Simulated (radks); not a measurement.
Dy3+, 63 electrons, occupied as [Xe] 4f8 7d1 (not the ground configuration).

Method: Dirac Kohn-Sham, LDA (Slater exchange, Perdew-Wang correlation), spin-unpolarised, spherical densities, finite nucleus; open shells are shared between the two j in proportion to 2j + 1; Fermi nuclear charge, rms radius 5.2218 fm; computed with a radial shooting solver on a logarithmic mesh with Libxc functionals.

Energy parts (eV):
| part | energy |
|---|---|
| total | -330790.16 |
| kinetic | 362717.52 |
| electron-nucleus | -812788.47 |
| Hartree | 126208.91 |
| exchange-correlation | -6928.12 |

Orbitals (lengths in bohr, moments of r in powers of bohr; r(max) is where P^2 peaks):
| orbital | occ. | eigenvalue (eV) | r(max) | <r^4> | <r^2> |
|---|---|---|---|---|---|
| 1s1/2 | 2 | -53590.29 | 0.01339 | 9.944e-07 | 0.0006103 |
| 2s1/2 | 2 | -8962.861 | 0.07628 | 0.0001557 | 0.009475 |
| 2p1/2 | 2 | -8530.620 | 0.05741 | 0.00009570 | 0.006852 |
| 2p3/2 | 4 | -7731.474 | 0.06344 | 0.0001281 | 0.008078 |
| 3s1/2 | 2 | -2035.072 | 0.2159 | 0.005986 | 0.06292 |
| 3p1/2 | 2 | -1845.878 | 0.2032 | 0.005399 | 0.05837 |
| 3p3/2 | 4 | -1680.029 | 0.2159 | 0.006710 | 0.06534 |
| 3d3/2 | 4 | -1353.220 | 0.1708 | 0.004781 | 0.05177 |
| 3d5/2 | 6 | -1316.982 | 0.1744 | 0.005113 | 0.05371 |
| 4s1/2 | 2 | -442.4378 | 0.4941 | 0.1453 | 0.3160 |
| 4p1/2 | 2 | -367.6955 | 0.4970 | 0.1634 | 0.3305 |
| 4p3/2 | 4 | -330.1298 | 0.5240 | 0.2030 | 0.3685 |
| 4d3/2 | 4 | -206.5738 | 0.5282 | 0.2807 | 0.4161 |
| 4d5/2 | 6 | -199.7141 | 0.5369 | 0.3009 | 0.4308 |
| 4f5/2 | 3.42857 | -51.5796 | 0.5249 | 1.240 | 0.7241 |
| 4f7/2 | 4.57143 | -50.5627 | 0.5296 | 1.306 | 0.7421 |
| 5s1/2 | 2 | -91.0557 | 1.132 | 4.415 | 1.743 |
| 5p1/2 | 2 | -69.3628 | 1.221 | 6.681 | 2.117 |
| 5p3/2 | 4 | -63.6367 | 1.294 | 8.396 | 2.375 |
| 7d3/2 | 0.4 | -8.7522 | 8.094 | 6034 | 67.30 |
| 7d5/2 | 0.6 | -8.6873 | 8.153 | 6173 | 68.02 |

The highest occupied level is 7d5/2 at -8.687 eV. The density falls to 0.001 e/bohr^3 at r = 3.30 bohr.
